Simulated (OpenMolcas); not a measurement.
## Cu2+: moving the ligands

Cu2+ with 5 ligands (chloride, oxide on the axis) in trigonal bipyramidal coordination (D3h) at 2.41 Å, the axial distance 2.029 Å. A charge of +1 e stands 2.8 Å behind each ligand. Ligand basis ANO-RCC-VDZP.

* Program: OpenMolcas 26.06
* Method: CASSCF
* Basis: ANO-RCC-VTZP [6s5p3d2f1g]
* Scalar Hamiltonian: DKH2, point nucleus
* Active space: 9 electrons in 5 orbitals (3d)
* State averaging: 2S+1 = 2 even, 5 roots
* Spin-orbit coupling: state interaction with AMFI integrals over the reference wave functions

Runs around this geometry, states (labels of D3, the rotations of D3h). Energies in cm-1 above the lowest state or level, χT in cm3 K/mol.

```
R (Å)  Axial / equatorial distance  Ground state  First state of that spin  First gap with spin-orbit (degeneracies)  χT at 300 K
 2.24                        0.842           2A1                   2E 7081                               6699 (2, 2)        0.555
 2.41                        0.842           2A1                   2E 4747                               4406 (2, 2)        0.647
 2.56                        0.842           2A1                   2E 3430                               3134 (2, 2)        0.740
 2.41                        0.926           2A1                   2E 4050                               3706 (2, 2)        0.696
```

Taking the first state of the same spin as R^-n, n = -ln(3430 / 7081) / ln(2.56 / 2.24) = 5.4 between the shortest and longest distance.

Ligand-to-metal charge-transfer states are missing. With metal d orbitals alone and no dynamic correlation the field as a rule comes out too small, by tens of per cent, by up to half for chloride and softer ligands, and the orbital part of g and χT, which goes as 1/10Dq, too large. No measured value stands beside these numbers; the geometry is a model, was not optimised and need not be the one that this ion takes.
